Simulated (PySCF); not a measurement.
Input file for PySCF: R-M06-2X/def2-TZVPPD on CH4 (SMILES C) with ghost functions.

```python
from pyscf import gto, dft

mol = gto.M(
    atom='''
    C    -0.08193111    0.00140635   -0.31312880
    H    -1.03739562   -0.09533839    0.20060159
    H     0.30176182    1.01278211   -0.18486414
    H     0.62756166   -0.71108372    0.10463248
    H    -0.21933825   -0.20103873   -1.37433529
    ghost-C   -0.17651705    1.26543430    3.41523874
    ghost-Si    0.16590871   -0.57482940    3.53435477
    ghost-H   -0.29913908    1.57076940    2.37528229
    ghost-H    0.64514584    1.84223730    3.84365284
    ghost-H   -1.08882893    1.52561583    3.95509227
    ghost-H   -0.94981603   -1.35546503    2.94694741
    ghost-H    0.32279958   -0.98310844    4.95217770
    ghost-H    1.41172018   -0.92529672    2.81039217
    ''',
    basis='def2-tzvppd',
    charge=0, spin=0, verbose=4, max_memory=1800)
mf = dft.RKS(mol, xc='m062x').density_fit(auxbasis='def2-universal-jkfit')
mf.grids.level = 4
mf.conv_tol = 1e-9
mf.max_cycle = 150
mf.kernel()
mf.dip_moment()
```

Q: Predict the final total energy.

A: -40.5020 hartree.
